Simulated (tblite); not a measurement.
Compound: C₃H₁₀NSi₂ (doublet state).
Z-matrix (Å and degrees, GFN2-xTB geometry), rows numbered from 1:
```
C 
Si  1  1.8929
C   2  1.9383  1  114.84
C   3  1.5169  2  106.54  1  -151.52
Si  4  1.9453  3  107.37  2    38.52
N   5  1.6977  4   96.75  3   -31.91
H   1  1.0850  2  111.09  3   -66.17
H   1  1.0852  2  111.77  3    54.67
H   1  1.0840  2  110.11  3   174.51
H   2  1.4735  1  110.68  3   121.86
H   3  1.0897  2  108.79  1   -33.00
H   3  1.0895  2  112.50  1    86.21
H   4  1.0886  3  110.12  2   -78.30
H   4  1.0891  3  112.14  2   161.42
H   5  1.4676  4  106.48  3    85.15
H   5  1.4596  4  113.36  3  -151.52
```

Level: GFN2-xTB in tblite, geometry and Hessian alike; calculated harmonic values, unscaled, isolated species. The method is semi-empirical: single wavenumbers can be off by several per cent or more. Modes of hydrogen on silicon can be 10 to 20 % off. One conformer, not necessarily the lowest. Open shells enter through the occupations alone, without spin polarisation, and single modes of such species can be off by tens of per cent.

Harmonic wavenumbers (cm⁻¹): 77.3, 90.7, 128.5, 158.6, 172.4, 242.4, 266.7, 452.3, 486.4, 496.9, 520.7, 610.6, 622.6, 650.9, 711.6, 724.3, 769.4, 782.2, 802.1, 811.3, 840.0, 959.2, 1030.9, 1034.7, 1067.4, 1160.8, 1243.4, 1361.6, 1457.8, 1474.1, 1481.7, 1489.4, 2150.2, 2195.0, 2282.0, 2970.2, 2976.8, 2989.6, 2998.6, 3046.6, 3048.8, 3062.8.

A = 4171, B = 1716, C = 1370 MHz; mass 116.035 u (most abundant isotopes); point group C1, symmetry number 1; spin multiplicity 2.

Zero-point energy?

½Σν̃ = 25950 cm⁻¹ = 310.43 kJ/mol.

Give the ideal-gas entropy at 298.15 K and 1 bar in the rigid-rotor, harmonic-oscillator model (classical rotation).

Translation 168.14, rotation 116.67, vibration 104.73, spin (R ln 2) 5.76: S = 395.3 J/(mol K).

And Cp and H(298.15 K) − H(0)?

Cp = 151.56 J/(mol K), of which vibrations give 118.30 (their classical limit is 42 R = 349.2); H(298.15 K) − H(0) = 27.19 kJ/mol without the zero-point energy, 17.28 from vibrations.

How do the functions run with temperature in this model?

```csv
T (K),S (J/(mol K)),Cp (J/(mol K)),H − H(0) (kJ/mol),G − H(0) (kJ/mol),ln q(vib)
50,238.7,50.6,1.94,-9.99,0.23
100,281.1,72.8,5.06,-23.05,1.14
373.15,432.3,178.1,39.58,-121.72,7.39
500,489.7,214.2,64.58,-180.26,10.34
750,586.5,263.0,124.70,-315.18,15.91
1000,666.9,295.1,194.72,-472.14,21.00
```

q(vib) and H(0) count from the zero-point level.

What must be added to the electronic energy to get the Gibbs energy at 298.15 K and 1 bar?

ZPE + [H(298.15 K) − H(0)] − T·S = 310.43 + 27.19 − 117.86 = 219.76 kJ/mol.

Which modes carry the vibrational entropy at 298.15 K?

77.3 cm⁻¹: 16.56; 90.7 cm⁻¹: 15.25; 128.5 cm⁻¹: 12.42; 158.6 cm⁻¹: 10.74; 172.4 cm⁻¹: 10.08; 242.4 cm⁻¹: 7.47 J/(mol K); the other 36 give 32.21 together.

Hindered rotation and anharmonicity are outside this model. Other conformers, if any are populated, would add a mixing term that is left out. The structure is chiral; the term R ln 2 for an equal mix with its mirror image is left out.
